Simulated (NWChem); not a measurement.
Species: KI cation, doublet; SMILES of the neutral closed-shell parent [K][I]

Results from NWChem. Spin-unrestricted. The state is orbitally degenerate and is run as one real component. This spin state was assumed; another may lie lower. def2 effective core potentials on I; no spin-orbit coupling. Each level has its own optimisation; frequencies are unscaled.

For level PBE0/def2-SVP:

```yaml
r I–K (Å): 3.676
```

Estimate the same quantities for level PBE/def2-SVP.


- r I–K (Å) = 3.757
